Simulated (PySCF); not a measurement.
**Two-component Hartree-Fock for P+ (phosphorus, charge +1)**

Start: [Ne] 3s2 3p2; 3p1/2 filled at m_j = -1/2, +1/2. Calculated with PySCF 2.14 in x2c-TZVPall-2c: generalised Hartree-Fock with the X2C-1e Hamiltonian and a Gaussian nucleus; one run each with spin-orbit coupling (SO) switched off, then screened by Boettger's factors.

| spinor shell | electrons | ε, spin-free (eV) | ε, screened SO (eV) | weight of nominal j (screened SO) | rms radius, screened SO (bohr) |
| --- | --- | --- | --- | --- | --- |
| 1s1/2 | 2 | -2193.2 | -2193.2 | 1.000 | 0.120 |
| 2s1/2 | 2 | -216.35 | -216.34 | 1.000 | 0.560 |
| 2p1/2 | 2 | -157.85 | -158.89 | 0.834 | 0.537 |
| 2p3/2 | 4 | -157.85 | -157.32 | 0.917 | 0.541 |
| 3s1/2 | 2 | -28.247 | -28.242 | 0.999 | 1.99 |
| 3p1/2 | 2 | -19.622 | -19.630 | 0.514 | 2.31 |

```tsv
quantity	spin-free	screened SO
E (hartree)	-341.15843	-341.15966
M_J	0	0
⟨J²⟩	2.013	1.905
⟨L²⟩	2.010	2.012
⟨S²⟩	2.003	2.002
```

The determinant has a definite M_J but mixes levels of different J.

Each row is a mean over spinors that exchange with the open shell spreads, by up to 5.522 eV (3s1/2).

Rows whose weight is well below 1 are mixtures of j = l ± 1/2: exchange outweighs spin-orbit coupling there, and the label is only the starting occupation.

Without spin-orbit coupling the j labels of p, d and f shells carry no meaning; the spin-free column gives the mean over the occupied spinors of each nl shell.
